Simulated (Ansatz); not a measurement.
Ansatz (an electronic-structure program) input (B3LYP-D3(BJ)/def2-TZVP):

Ansatz 0.2 input:
```yaml
crystal:
  periodic: [false, false, false]
  atoms:
    - {symbol: C, position_ang: [-1.53109928, -0.81565209, -0.34847996]}
    - {symbol: C, position_ang: [-0.41367724, 0.05004500, 0.23196107]}
    - {symbol: C, position_ang: [-0.36474612, 1.41385802, -0.45005164]}
    - {symbol: C, position_ang: [0.90580147, -0.68967698, 0.05316383]}
    - {symbol: O, position_ang: [1.99006190, 0.07141418, 0.72874405]}
    - {symbol: H, position_ang: [-2.48477487, -0.31258123, -0.22507959]}
    - {symbol: H, position_ang: [-1.58831528, -1.77700670, 0.15460837]}
    - {symbol: H, position_ang: [-1.37338677, -0.98534773, -1.40967955]}
    - {symbol: H, position_ang: [-0.60000036, 0.18224786, 1.30477712]}
    - {symbol: H, position_ang: [-0.23500089, 1.29742159, -1.52248675]}
    - {symbol: H, position_ang: [0.44317863, 2.03296185, -0.06792214]}
    - {symbol: H, position_ang: [-1.29782935, 1.94245421, -0.28294581]}
    - {symbol: H, position_ang: [0.85571509, -1.69893441, 0.46612495]}
    - {symbol: H, position_ang: [1.18924706, -0.72814638, -0.99973817]}
    - {symbol: H, position_ang: [2.82127137, -0.44535253, 0.76274732]}
    - {symbol: H, position_ang: [1.68624072, 0.32102543, 1.62896753]}
basis:
  gaussian:
    orbitals: def2-TZVP
hamiltonian:
  xc: b3lyp
  dispersion: d3bj
total_charge: 1
relax: {f_tol: 0.002, max_steps: 150}
```

Output:

```
Functional definition: B3LYP
integrals: 0.14 GiB planned
1355 factors; their error is unknown
0.31 GiB of the device are held for the grids
1.20 GiB of device memory are held for the factors and their scratch space
mean field: 1.13 GiB planned
mean field evaluation 1: about -6348.0106 eV, gradient 9.9e1 eV
mean field evaluation 2: about -6315.5584 eV, gradient 1.5e2 eV
mean field evaluation 4: about -6369.2294 eV, gradient 1.2e1 eV
mean field evaluation 8: about -6369.5116 eV, gradient 1.8e-1 eV
mean field evaluation 16: about -6369.4762 eV, gradient 6.9e-4 eV
mean field -6369.47617897 eV, -234.0739321912 hartree, gradient 1.4e-5 eV, S^2 0.000000; 0 other end points of the search recorded, 0 dependent functions left out
the calculation of the forces begins
reference -6369.47644300 eV, -234.0739418939 hartree; 21, 21 occupied and 200, 200 virtual orbitals, 1355 factors
relax step   1: F+E_penalty+E_count = -6369.99291930 eV  Δ(F+E_penalty+E_count) = +0.000e0 eV  max|allowed force component| = 1.589e0 eV/Å  Δτ_max = 0.0000 Å  (31 SCF iters, accepted)
these checks for a lower state are left out or cut short: starts, cluster_reference, orbital_swaps, neighbouring_geometries, increment
integrals: 0.14 GiB planned
1355 factors; their error is unknown
0.31 GiB of the device are held for the grids
1.20 GiB of device memory are held for the factors and their scratch space
mean field: 1.13 GiB planned
mean field -6369.54051129 eV, -234.0762963603 hartree, gradient 1.5e-5 eV, S^2 0.000000; 0 other end points of the search recorded, 0 dependent functions left out
the calculation of the forces begins
reference -6369.54077631 eV, -234.0763060998 hartree; 21, 21 occupied and 200, 200 virtual orbitals, 1355 factors
relax step   2: F+E_penalty+E_count = -6370.05375680 eV  Δ(F+E_penalty+E_count) = -6.084e-2 eV  max|allowed force component| = 8.860e-1 eV/Å  Δτ_max = 0.0376 Å  (30 SCF iters, accepted)
these checks for a lower state are left out or cut short: starts, cluster_reference, orbital_swaps, neighbouring_geometries, increment
integrals: 0.14 GiB planned
1355 factors; their error is unknown
0.31 GiB of the device are held for the grids
1.20 GiB of device memory are held for the factors and their scratch space
mean field: 1.13 GiB planned
mean field evaluation 32: about -6369.5745 eV, gradient 9.9e-3 eV
mean field -6369.57450491 eV, -234.0775456027 hartree, gradient 1.6e-5 eV, S^2 0.000000; 0 other end points of the search recorded, 0 dependent functions left out
the calculation of the forces begins
reference -6369.57477007 eV, -234.0775553471 hartree; 21, 21 occupied and 200, 200 virtual orbitals, 1355 factors
relax step   3: F+E_penalty+E_count = -6370.08489012 eV  Δ(F+E_penalty+E_count) = -3.113e-2 eV  max|allowed force component| = 2.442e-1 eV/Å  Δτ_max = 0.0677 Å  (31 SCF iters, accepted)
these checks for a lower state are left out or cut short: starts, cluster_reference, orbital_swaps, neighbouring_geometries, increment
integrals: 0.14 GiB planned
1355 factors; their error is unknown
0.31 GiB of the device are held for the grids
1.20 GiB of device memory are held for the factors and their scratch space
mean field: 1.13 GiB planned
mean field -6369.57617434 eV, -234.0776069531 hartree, gradient 1.6e-5 eV, S^2 0.000000; 0 other end points of the search recorded, 0 dependent functions left out
the calculation of the forces begins
reference -6369.57643932 eV, -234.0776166910 hartree; 21, 21 occupied and 200, 200 virtual orbitals, 1355 factors
relax step   4: F+E_penalty+E_count = -6370.08747443 eV  Δ(F+E_penalty+E_count) = -2.584e-3 eV  max|allowed force component| = 7.071e-2 eV/Å  Δτ_max = 0.0159 Å  (32 SCF iters, accepted)
these checks for a lower state are left out or cut short: starts, cluster_reference, orbital_swaps, neighbouring_geometries, increment
integrals: 0.14 GiB planned
1355 factors; their error is unknown
0.31 GiB of the device are held for the grids
1.20 GiB of device memory are held for the factors and their scratch space
mean field: 1.13 GiB planned
mean field -6369.57680511 eV, -234.0776301337 hartree, gradient 1.6e-5 eV, S^2 0.000000; 0 other end points of the search recorded, 0 dependent functions left out
the calculation of the forces begins
reference -6369.57707006 eV, -234.0776398704 hartree; 21, 21 occupied and 200, 200 virtual orbitals, 1355 factors
relax step   5: F+E_penalty+E_count = -6370.08789421 eV  Δ(F+E_penalty+E_count) = -4.198e-4 eV  max|allowed force component| = 4.615e-2 eV/Å  Δτ_max = 0.0218 Å  (31 SCF iters, accepted)
these checks for a lower state are left out or cut short: starts, cluster_reference, orbital_swaps, neighbouring_geometries, increment
integrals: 0.14 GiB planned
1355 factors; their error is unknown
0.31 GiB of the device are held for the grids
1.20 GiB of device memory are held for the factors and their scratch space
mean field: 1.13 GiB planned
mean field -6369.57767988 eV, -234.0776622807 hartree, gradient 1.6e-5 eV, S^2 0.000000; 0 other end points of the search recorded, 0 dependent functions left out
the calculation of the forces begins
reference -6369.57794481 eV, -234.0776720169 hartree; 21, 21 occupied and 200, 200 virtual orbitals, 1355 factors
relax step   6: F+E_penalty+E_count = -6370.08849305 eV  Δ(F+E_penalty+E_count) = -5.988e-4 eV  max|allowed force component| = 1.551e-2 eV/Å  Δτ_max = 0.0249 Å  (31 SCF iters, accepted)
these checks for a lower state are left out or cut short: starts, cluster_reference, orbital_swaps, neighbouring_geometries, increment
integrals: 0.14 GiB planned
1355 factors; their error is unknown
0.31 GiB of the device are held for the grids
1.20 GiB of device memory are held for the factors and their scratch space
mean field: 1.13 GiB planned
mean field -6369.57777788 eV, -234.0776658823 hartree, gradient 1.6e-5 eV, S^2 0.000000; 0 other end points of the search recorded, 0 dependent functions left out
the calculation of the forces begins
reference -6369.57804286 eV, -234.0776756200 hartree; 21, 21 occupied and 200, 200 virtual orbitals, 1355 factors
relax step   7: F+E_penalty+E_count = -6370.08859467 eV  Δ(F+E_penalty+E_count) = -1.016e-4 eV  max|allowed force component| = 6.211e-3 eV/Å  Δτ_max = 0.0091 Å  (31 SCF iters, accepted)
these checks for a lower state are left out or cut short: starts, cluster_reference, orbital_swaps, neighbouring_geometries, increment
integrals: 0.14 GiB planned
1355 factors; their error is unknown
0.31 GiB of the device are held for the grids
1.20 GiB of device memory are held for the factors and their scratch space
mean field: 1.13 GiB planned
mean field evaluation 64: about -6369.6108 eV, gradient 9.0e-4 eV
mean field -6369.57777802 eV, -234.0776658872 hartree, gradient 1.6e-5 eV, S^2 0.000000; 0 other end points of the search recorded, 0 dependent functions left out
the calculation of the forces begins
reference -6369.57804303 eV, -234.0776756264 hartree; 21, 21 occupied and 200, 200 virtual orbitals, 1355 factors
relax step   8: F+E_penalty+E_count = -6370.08863444 eV  Δ(F+E_penalty+E_count) = -3.976e-5 eV  max|allowed force component| = 5.031e-3 eV/Å  Δτ_max = 0.0081 Å  (32 SCF iters, accepted)
these checks for a lower state are left out or cut short: starts, cluster_reference, orbital_swaps, neighbouring_geometries, increment
integrals: 0.14 GiB planned
1355 factors; their error is unknown
0.31 GiB of the device are held for the grids
1.20 GiB of device memory are held for the factors and their scratch space
mean field: 1.13 GiB planned
mean field -6369.57772181 eV, -234.0776638215 hartree, gradient 1.6e-5 eV, S^2 0.000000; 0 other end points of the search recorded, 0 dependent functions left out
the calculation of the forces begins
reference -6369.57798683 eV, -234.0776735611 hartree; 21, 21 occupied and 200, 200 virtual orbitals, 1355 factors
relax step   9: F+E_penalty+E_count = -6370.08864516 eV  Δ(F+E_penalty+E_count) = -1.073e-5 eV  max|allowed force component| = 2.442e-3 eV/Å  Δτ_max = 0.0052 Å  (32 SCF iters, accepted)
these checks for a lower state are left out or cut short: starts, cluster_reference, orbital_swaps, neighbouring_geometries, increment
integrals: 0.14 GiB planned
1355 factors; their error is unknown
0.31 GiB of the device are held for the grids
1.20 GiB of device memory are held for the factors and their scratch space
mean field: 1.13 GiB planned
mean field -6369.57772503 eV, -234.0776639401 hartree, gradient 1.6e-5 eV, S^2 0.000000; 0 other end points of the search recorded, 0 dependent functions left out
the calculation of the forces begins
reference -6369.57799006 eV, -234.0776736797 hartree; 21, 21 occupied and 200, 200 virtual orbitals, 1355 factors
relax step  10: F+E_penalty+E_count = -6370.08864731 eV  Δ(F+E_penalty+E_count) = -2.141e-6 eV  max|allowed force component| = 1.143e-3 eV/Å  Δτ_max = 0.0018 Å  (32 SCF iters, accepted)
integrals: 0.14 GiB planned
1355 factors; their error is unknown
0.31 GiB of the device are held for the grids
1.20 GiB of device memory are held for the factors and their scratch space
mean field: 1.13 GiB planned
mean field evaluation 96: about -6369.6097 eV, gradient 7.4e-1 eV
mean field -6369.57772503 eV, -234.0776639401 hartree, gradient 1.6e-5 eV, S^2 0.000000; 1 other end points of the search recorded, 0 dependent functions left out
the calculation of the forces begins
reference -6369.57799006 eV, -234.0776736797 hartree; 21, 21 occupied and 200, 200 virtual orbitals, 1355 factors
Total energy: -6370.08891233 eV, -234.0964497268 hartree
Atom 0 at    -1.549349    -0.823311    -0.369042 Å, force    -0.000642    -0.000126    -0.000851 eV/Å
Atom 1 at    -0.425409     0.048853     0.219027 Å, force     0.001143    -0.000173     0.000191 eV/Å
Atom 2 at    -0.367581     1.425974    -0.441644 Å, force    -0.000322     0.000185    -0.000118 eV/Å
Atom 3 at     0.846412    -0.732500     0.050479 Å, force     0.000228    -0.000313     0.000588 eV/Å
Atom 4 at     2.014809     0.067428     0.733223 Å, force    -0.000793     0.000548    -0.000230 eV/Å
Atom 5 at    -2.500565    -0.310316    -0.236030 Å, force     0.000220    -0.000033     0.000155 eV/Å
Atom 6 at    -1.619556    -1.793790     0.123226 Å, force     0.000198     0.000201     0.000039 eV/Å
Atom 7 at    -1.403714    -0.982458    -1.438846 Å, force     0.000021     0.000096     0.000361 eV/Å
Atom 8 at    -0.621335     0.156848     1.293622 Å, force     0.000169    -0.000010    -0.000381 eV/Å
Atom 9 at    -0.201397     1.332849    -1.516768 Å, force    -0.000099    -0.000208     0.000235 eV/Å
Atom 10 at     0.419640     2.059170    -0.030395 Å, force    -0.000043    -0.000209     0.000020 eV/Å
Atom 11 at    -1.314025     1.944438    -0.295098 Å, force     0.000081    -0.000038    -0.000086 eV/Å
Atom 12 at     0.853124    -1.700820     0.544397 Å, force    -0.000430    -0.000011    -0.000379 eV/Å
Atom 13 at     1.200199    -0.791299    -0.975636 Å, force    -0.000402     0.000165    -0.000004 eV/Å
Atom 14 at     2.875510    -0.390462     0.722894 Å, force     0.000197    -0.000155     0.000238 eV/Å
Atom 15 at     1.795924     0.348126     1.641299 Å, force     0.000473     0.000082     0.000223 eV/Å
Dipole moment:     1.084128    -0.299240     0.566528 e Å
```

It need not be the lowest isomer of its formula.
